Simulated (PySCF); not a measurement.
Spinor energies of Ga³⁺ (gallium, charge +3)

Start: [Ar] 3d9 4p1; 3d3/2 filled at m_j = -3/2, -1/2, +1/2, +3/2; 3d5/2 filled at m_j = -3/2, -1/2, +1/2, +3/2, +5/2; 4p3/2 filled at m_j = +3/2. Calculated with PySCF 2.14 in x2c-SVPall-2c with one added diffuse shell each of s, p, d type (6s7p4d, 47 functions): generalised Hartree-Fock with the X2C-1e Hamiltonian and a Gaussian nucleus; one run each with spin-orbit coupling (SO) switched off, then screened by Boettger's factors. This is a chosen level, not necessarily the ground level.

| spinor shell | electrons | ε, spin-free (eV) | ε, screened SO (eV) | weight of nominal j (screened SO) | rms radius, screened SO (bohr) |
| --- | --- | --- | --- | --- | --- |
| 1s1/2 | 2 | -10484.8 | -10484.6 | 1.000 | 0.0561 |
| 2s1/2 | 2 | -1387.9 | -1387.9 | 1.000 | 0.236 |
| 2p1/2 | 2 | -1210.3 | -1229.7 | 0.999 | 0.209 |
| 2p3/2 | 4 | -1210.3 | -1200.9 | 1.000 | 0.212 |
| 3s1/2 | 2 | -223.92 | -223.92 | 1.000 | 0.696 |
| 3p1/2 | 2 | -167.82 | -171.75 | 0.960 | 0.722 |
| 3p3/2 | 4 | -167.82 | -165.91 | 0.980 | 0.731 |
| 3d3/2 | 4 | -76.972 | -77.778 | 0.834 | 0.826 |
| 3d5/2 | 5 | -76.972 | -76.381 | 0.867 | 0.834 |
| 4p3/2 | 1 | -34.122 | -34.027 | 1.000 | 2.41 |

| quantity | spin-free | screened SO |
| --- | --- | --- |
| E (hartree) | -1938.86634 | -1938.91983 |
| M_J | 4 | 4 |
| ⟨J²⟩ | 20.001 | 20.001 |
| ⟨L²⟩ | 12.001 | 12.003 |
| ⟨S²⟩ | 2.000 | 2.002 |

Each row is a mean over spinors that exchange with the open shell spreads, by up to 9.090 eV (3p3/2).

Rows whose weight is well below 1 are mixtures of j = l ± 1/2: exchange outweighs spin-orbit coupling there, and the label is only the starting occupation.

Without spin-orbit coupling the j labels of p, d and f shells carry no meaning; the spin-free column gives the mean over the occupied spinors of each nl shell.
